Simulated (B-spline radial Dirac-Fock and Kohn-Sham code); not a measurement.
Bi⁵⁺: non-radiative channels of the N1 vacancy

System: the Bi⁵⁺ ion, [Xe] 4f14 5d10.

Level of theory: one-electron (LDA, Dirac) transition rates at Dirac-Fock energies; a radial B-spline solver. Kinetic energies are configuration averages from the vacuum level; the two-hole energies are estimated from single-hole states.

```tsv
transition	kinetic energy (eV)	width (meV)	share (%)
N1-N3O1	3.86	857	6.9
N1-N3N7	5.52	772	6.2
N1-N2O4	22.38	1020	8.3
N1-N2O5	25.68	1650	13.3
N1-N3O2	52.18	999	8.1
N1-N3O3	78.54	1060	8.5
N1-N3O4	151.0	875	7.1
N1-N3O5	154.5	1090	8.8
N1-N4O1	219.8	297	2.4
N1-N5O1	243.9	419	3.4
N1-N6O1	526.9	340	2.7
N1-N6N7	527.7	304	2.5
N1-N7O1	532.2	442	3.6
N1-N7N7	533.8	255	2.1
N1-N6O3	601.3	176	1.4
N1-N7O3	606.7	192	1.5
```

Coster-Kronig rates are the weakest part of this model and often come out 1.5 to 2.5 times too large. Channels within a few eV of threshold rest on estimated energies and may be closed in reality. The listed channels hold 87 % of the non-radiative rate. Summed by principal shells, of 12.4 eV in all: NNO 82.5 %, NNN 15.5 %, NOO 1.9 %.

Values without a named source are computed, but for edge energies of neutral atoms, which are taken from tables.
